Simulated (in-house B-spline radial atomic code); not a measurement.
Er is squeezed into an impenetrable sphere of radius R (the orbitals vanish at R). Computed with a B-spline radial code for spherical atoms: Dirac-Hartree-Fock, average of configuration, Fermi nucleus of rms radius 5.2516 fm.

Energies in eV above the free atom in [Xe] 4f12 6s2:

| R (bohr) | highest level (eV) | [Xe] 4f12 6s2 | [Xe] 4f12 5f1 6s1 | [Kr] 4d10 4f13 5s2 5p5 6s2 |
| --- | --- | --- | --- | --- |
| 8.87 | -4.91 | 0.2988 | 8.491 | 29.11 |
| 6.94 | -3.98 | 1.565 | 12.62 | 30.42 |
| 4.62 | 2.39 | 12.68 | 30.63 | 41.9 |
| 3.99 | 8.55 | 24.77 | 44.98 | 54.4 |
| 3.37 | 21.6 | 53.11 | 74.09 | 83.56 |
| 2.85 | 45.9 | 113.2 | 130.5 | 144.7 |
| 2.65 | 61.8 | 157 | 170.2 | 188.7 |
| 2.01 | 174 | 528.2 | 501.7 | 556.3 |
| 1.8 | 254 | 842.9 | 782.3 | 863.9 |
| 1.37 | 617 | 2574 | 2340 | 2536 |

(1) Does [Xe] 4f12 5f1 6s1 fall below [Xe] 4f12 6s2 under compression?

(2) Does [Kr] 4d10 4f13 5s2 5p5 6s2 fall below [Xe] 4f12 6s2 under compression?

The highest level is first positive in the row R = 4.62 bohr, pushed up by confinement above the zero of the free ion's potential. Each configuration is held fixed and needn't be the lowest in the sphere.

## Answers

(1) Yes, between R = 2.65 and 2.01 bohr the order changes (near 2.44 bohr by linear interpolation).

(2) Yes, between R = 1.8 and 1.37 bohr the order changes (near 1.65 bohr by linear interpolation).
